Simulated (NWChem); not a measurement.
# CH₃BrMgS; SMILES [Br][Mg][S]C

```xyz
7

Mg     0.2467     0.2486     0.0000
Br    -0.0424    -2.0857     0.0000
S      0.5897     2.5224     0.0000
C     -1.0991     3.2355     0.0000
H     -1.6689     2.9579    -0.8977
H     -0.9785     4.3275     0.0000
H     -1.6689     2.9579     0.8977
```
Atoms are numbered in this order, from 1.

Computed with NWChem. Medium grid unless said otherwise, to which SCAN and Minnesota functionals are sensitive. All runs use the structure optimised with PBE0/def2-SVP. Hybrids' shares of exact exchange are those that their runs print; pure functionals count as 0. The functionals differ in more than this share.

```csv
row,share of exact exchange,highest occupied level (eV)
PBE/def2-SVP,0.00,-5.52
OLYP/def2-SVP,0.00,-5.35
B3LYP/def2-SVP,0.20,-6.43
B97-2/def2-SVP,0.21,-6.48
r2SCAN0/def2-SVP,0.25,-6.89
PBE0/def2-SVP,0.25,-6.72
M06-2X/def2-SVP,0.54,-7.90
Hartree-Fock/def2-SVP,1.00,withheld
```

**Question.** Fit a straight line of the last column on the one before it, predict the withheld value, and compare with the run.

**Answer.** 
1. Means of the 7 shown rows: x = 0.207, y = -6.470. Slope Σ(x − x̄)(y − ȳ)/Σ(x − x̄)² = -0.9338/0.2003 = -4.661; intercept -5.505.
2. The shown rows scatter about the line by 0.113 (root mean square); the largest residual is -0.22, at r2SCAN0/def2-SVP.
3. At x = 1.00 (Hartree-Fock/def2-SVP; beyond the shown range) the line gives -10.17.
4. The run gives -9.41, +0.76 from the line, 6.7 times the scatter.
